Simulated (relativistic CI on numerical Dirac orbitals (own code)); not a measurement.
# Forbidden transitions in Tl³¹⁺

Computed by Dirac-Coulomb-Breit CI, separate exchange-only KLI orbitals for each configuration, QED by a radiative potential, unscaled Slater integrals (own radial code, finite nucleus).

CI space (outside the closed core [Ar] 3d10): 4s²4p⁶4d¹⁰4f⁴, 4s²4p⁶4d⁹4f⁵, 4s²4p⁶4d¹⁰4f³5s, 4s²4p⁶4d¹⁰4f³5p, 4s²4p⁶4d¹⁰4f²5s², 4s²4p⁵4d¹⁰4f⁵, 4s²4p⁶4d¹⁰4f²5s5p, 4s²4p⁶4d¹⁰4f³5d, 4s²4p⁶4d¹⁰4f²5p², 4s²4p⁶4d¹⁰4f²5s5d, 4s4p⁶4d¹⁰4f⁵, 4s²4p⁶4d⁹4f⁴5s, 4s²4p⁶4d⁹4f³5s², 4s²4p⁶4d¹⁰4f²5p5d, 4s²4p⁶4d¹⁰4f³5f, 4s²4p⁶4d¹⁰4f³6s, 4s²4p⁶4d¹⁰4f²5d², 4s²4p⁶4d¹⁰4f³5g, 4s²4p⁶4d¹⁰4f³6d. Levels of other configurations are missing.

```tsv
λ vac (Å)	Lower	Upper	Type	A (s⁻¹)	E lower (cm⁻¹)	E upper (cm⁻¹)
774.72	4s²4p⁶4d¹⁰4f⁴ ⁵I4 [1]	4s²4p⁶4d¹⁰4f⁴ ³I5 [25]	M1	4.38e+02	0.0	129079.7
850.16	4s²4p⁶4d¹⁰4f⁴ ⁵I4 [1]	4s²4p⁶4d¹⁰4f⁴ ⁵G4 [19]	M1	4.09e+02	0.0	117624.6
970.78	4s²4p⁶4d¹⁰4f⁴ ⁵I4 [1]	4s²4p⁶4d¹⁰4f⁴ ⁵F4 [16]	M1	3.15e+02	0.0	103010.2
1015.5	4s²4p⁶4d¹⁰4f⁴ ⁵I5 [2]	4s²4p⁶4d¹⁰4f⁴ ³I5 [25]	M1	3.17e+02	30603.6	129079.7
1061.3	4s²4p⁶4d¹⁰4f⁴ ⁵I5 [2]	4s²4p⁶4d¹⁰4f⁴ ⁵F5 [22]	M1	3.28e+02	30603.6	124827.1
1149.1	4s²4p⁶4d¹⁰4f⁴ ⁵I5 [2]	4s²4p⁶4d¹⁰4f⁴ ⁵G4 [19]	M1	1.17e+03	30603.6	117624.6
1233.6	4s²4p⁶4d¹⁰4f⁴ ⁵I4 [1]	4s²4p⁶4d¹⁰4f⁴ ⁵G3 [11]	M1	2.83e+02	0.0	81061.3
1356.6	4s²4p⁶4d¹⁰4f⁴ ⁵I4 [1]	4s²4p⁶4d¹⁰4f⁴ ⁵F3 [8]	M1	3.10e+02	0.0	73714.2
1371.9	4s²4p⁶4d¹⁰4f⁴ ⁵I6 [4]	4s²4p⁶4d¹⁰4f⁴ ⁵F5 [22]	M1	4.01e+02	51936.6	124827.1
1378.2	4s²4p⁶4d¹⁰4f⁴ ⁵I7 [7]	4s²4p⁶4d¹⁰4f⁴ ⁵G6 [31]	M1	3.15e+02	64871.0	137431.2
1381.1	4s²4p⁶4d¹⁰4f⁴ ⁵I5 [2]	4s²4p⁶4d¹⁰4f⁴ ⁵F4 [16]	M1	2.63e+02	30603.6	103010.2
1422.9	4s²4p⁶4d¹⁰4f⁴ ³G4 [5]	4s²4p⁶4d¹⁰4f⁴ ³F4 [26]	M1	1.12e+03	62588.4	132865.0
1444.7	4s²4p⁶4d¹⁰4f⁴ ⁵I7 [7]	4s²4p⁶4d¹⁰4f⁴ ³L8 [27]	M1	6.31e+02	64871.0	134088.9
1504.0	4s²4p⁶4d¹⁰4f⁴ ³G4 [5]	4s²4p⁶4d¹⁰4f⁴ ³I5 [25]	M1	1.42e+03	62588.4	129079.7
1553.6	4s²4p⁶4d¹⁰4f⁴ ⁵F1 [6]	4s²4p⁶4d¹⁰4f⁴ ³P1 [24]	M1	1.40e+03	63801.3	128168.0
1555.4	4s²4p⁶4d¹⁰4f⁴ ⁵F1 [6]	4s²4p⁶4d¹⁰4f⁴ ³F2 [23]	M1	9.82e+02	63801.3	128094.8
1573.1	4s²4p⁶4d¹⁰4f⁴ ⁵I5 [2]	4s²4p⁶4d¹⁰4f⁴ ³G5 [14]	M1	3.69e+02	30603.6	94173.3
1597.7	4s²4p⁶4d¹⁰4f⁴ ⁵I4 [1]	4s²4p⁶4d¹⁰4f⁴ ³G4 [5]	M1	2.06e+03	0.0	62588.4
1606.7	4s²4p⁶4d¹⁰4f⁴ ³G4 [5]	4s²4p⁶4d¹⁰4f⁴ ⁵F5 [22]	M1	2.61e+02	62588.4	124827.1
1632.3	4s²4p⁶4d¹⁰4f⁴ ⁵I5 [2]	4s²4p⁶4d¹⁰4f⁴ ³K6 [13]	M1	3.31e+03	30603.6	91867.8
1640.9	4s²4p⁶4d¹⁰4f⁴ ³K8 [9]	4s²4p⁶4d¹⁰4f⁴ ³M9 [29]	M1	1.44e+03	73907.4	134851.2
1770.3	4s²4p⁶4d¹⁰4f⁴ ⁵F1 [6]	4s²4p⁶4d¹⁰4f⁴ ⁵F2 [20]	M1	1.56e+03	63801.3	120289.7
1817.0	4s²4p⁶4d¹⁰4f⁴ ³G4 [5]	4s²4p⁶4d¹⁰4f⁴ ⁵G4 [19]	M1	1.53e+03	62588.4	117624.6
2082.4	4s²4p⁶4d¹⁰4f⁴ ⁵F3 [8]	4s²4p⁶4d¹⁰4f⁴ ³G3 [21]	M1	9.95e+02	73714.2	121735.1
2119.4	4s²4p⁶4d¹⁰4f⁴ ⁵I6 [4]	4s²4p⁶4d¹⁰4f⁴ ³L7 [15]	M1	1.71e+03	51936.6	99118.6
2147.1	4s²4p⁶4d¹⁰4f⁴ ⁵F3 [8]	4s²4p⁶4d¹⁰4f⁴ ⁵F2 [20]	M1	9.77e+02	73714.2	120289.7
2153.9	4s²4p⁶4d¹⁰4f⁴ ⁵S2 [12]	4s²4p⁶4d¹⁰4f⁴ ³P1 [24]	M1	1.41e+03	81740.4	128168.0
2157.3	4s²4p⁶4d¹⁰4f⁴ ⁵S2 [12]	4s²4p⁶4d¹⁰4f⁴ ³F2 [23]	M1	1.47e+03	81740.4	128094.8
2242.5	4s²4p⁶4d¹⁰4f⁴ ⁵G2 [10]	4s²4p⁶4d¹⁰4f⁴ ³G3 [21]	M1	2.11e+03	77141.8	121735.1
2311.7	4s²4p⁶4d¹⁰4f⁴ ³G5 [14]	4s²4p⁶4d¹⁰4f⁴ ⁵G6 [31]	M1	6.06e+02	94173.3	137431.2
2375.1	4s²4p⁶4d¹⁰4f⁴ ⁵I7 [7]	4s²4p⁶4d¹⁰4f⁴ ³M8 [17]	M1	5.91e+02	64871.0	106975.1
2473.9	4s²4p⁶4d¹⁰4f⁴ ³G4 [5]	4s²4p⁶4d¹⁰4f⁴ ⁵F4 [16]	M1	6.12e+02	62588.4	103010.2
2504.3	4s²4p⁶4d¹⁰4f⁴ ⁵I6 [4]	4s²4p⁶4d¹⁰4f⁴ ³K6 [13]	M1	4.45e+02	51936.6	91867.8
2644.2	4s²4p⁶4d¹⁰4f⁴ ³F2 [3]	4s²4p⁶4d¹⁰4f⁴ ⁵G3 [11]	M1	1.24e+03	43242.6	81061.3
2735.0	4s²4p⁶4d¹⁰4f⁴ ⁵G3 [11]	4s²4p⁶4d¹⁰4f⁴ ⁵G4 [19]	M1	1.18e+03	81061.3	117624.6
2859.6	4s²4p⁶4d¹⁰4f⁴ ³L7 [15]	4s²4p⁶4d¹⁰4f⁴ ³L8 [27]	M1	4.84e+02	99118.6	134088.9
2864.8	4s²4p⁶4d¹⁰4f⁴ ³G5 [14]	4s²4p⁶4d¹⁰4f⁴ ³I5 [25]	M1	4.68e+02	94173.3	129079.7
2919.9	4s²4p⁶4d¹⁰4f⁴ ⁵I7 [7]	4s²4p⁶4d¹⁰4f⁴ ³L7 [15]	M1	6.96e+02	64871.0	99118.6
2949.9	4s²4p⁶4d¹⁰4f⁴ ³F2 [3]	4s²4p⁶4d¹⁰4f⁴ ⁵G2 [10]	M1	5.00e+02	43242.6	77141.8
3024.1	4s²4p⁶4d¹⁰4f⁴ ³K8 [9]	4s²4p⁶4d¹⁰4f⁴ ³M8 [17]	M1	9.83e+02	73907.4	106975.1
3166.1	4s²4p⁶4d¹⁰4f⁴ ³G4 [5]	4s²4p⁶4d¹⁰4f⁴ ³G5 [14]	M1	5.35e+02	62588.4	94173.3
3267.6	4s²4p⁶4d¹⁰4f⁴ ⁵I4 [1]	4s²4p⁶4d¹⁰4f⁴ ⁵I5 [2]	M1	1.43e+03	0.0	30603.6
3281.7	4s²4p⁶4d¹⁰4f⁴ ³F2 [3]	4s²4p⁶4d¹⁰4f⁴ ⁵F3 [8]	M1	3.23e+02	43242.6	73714.2
3413.4	4s²4p⁶4d¹⁰4f⁴ ⁵F3 [8]	4s²4p⁶4d¹⁰4f⁴ ⁵F4 [16]	M1	4.31e+02	73714.2	103010.2
4687.6	4s²4p⁶4d¹⁰4f⁴ ⁵I5 [2]	4s²4p⁶4d¹⁰4f⁴ ⁵I6 [4]	M1	5.33e+02	30603.6	51936.6
```

Terms are leading LS components. Brackets give the number of a level in order of energy, since labels repeat. The list gives strong lines, with weight on those to low levels, among the lowest 400 of 9784 levels, so that lines to higher ones, which can be the strongest, are missing. Levels whose partners in the same complex of configurations lie outside the list can be far off, and so can their lines. Rates are taken at the computed energies, electric ones in the length gauge.

At this charge energies of transitions that change n are usually good to better than 1 %, and those within a shell (Δn = 0) to a few per cent. Terms inside the open d or f shell come out 10 to 20 % too wide with unscaled integrals.

LS names give the leading component of a level, which can be under half, so a name can repeat, a term be missing and a line seem to break the LS rules.
